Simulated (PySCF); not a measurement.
## Electron correlation in Te³⁴⁺ (tellurium, charge +34)

Starting occupation: [Ar]. Computed with PySCF 2.14 in an uncontracted even-tempered set (18 s from 2.1 bohr⁻², ratio 2.6; 14 p from 2.8 bohr⁻², ratio 2.6; 6 d from 2.8 bohr⁻², ratio 2.8; 3 f from 50 bohr⁻², ratio 2.8), with X2C-1e with screened-nucleus spin-orbit coupling, Gaussian nucleus. Frozen: [Ne]; 8 electrons correlated; the 62 highest virtual spinors left out.

MP2 pair energies summed by pair of shells (mhartree):

| pair | energy | share (%) |
| --- | --- | --- |
| 3p3/2-3p3/2 | -163.61 | 40.7 |
| 3p1/2-3p3/2 | -149.67 | 37.3 |
| 3p1/2-3p1/2 | -39.61 | 9.9 |
| 3p3/2-3s1/2 | -22.78 | 5.7 |
| 3s1/2-3s1/2 | -14.09 | 3.5 |
| 3p1/2-3s1/2 | -11.96 | 3.0 |

Total MP2 correlation energy: -401.72 mhartree.

The virtual space was cut to 50 spinors, which keep -386.99 of the -401.72 mhartree of MP2 correlation.

```
  level  correlation energy (mhartree)
   CCSD                        -427.67
    (T)                          -2.53
CCSD(T)                        -430.20
```

Diagnostics: T1 = 0.00034, largest double amplitude 0.041.

**Question.** Is a single reference adequate?

**Answer.** Yes: T1 lies below 0.03 and no double amplitude reaches 0.07.

The coupled-cluster values are those of the cut space; adding the MP2 remainder, -14.73 mhartree, estimates the full space.

At this charge the one-electron X2C treatment keeps the bare 1/r₁₂, with no two-electron picture change or Breit term. The effect here is smaller than on the frozen 1s shell.
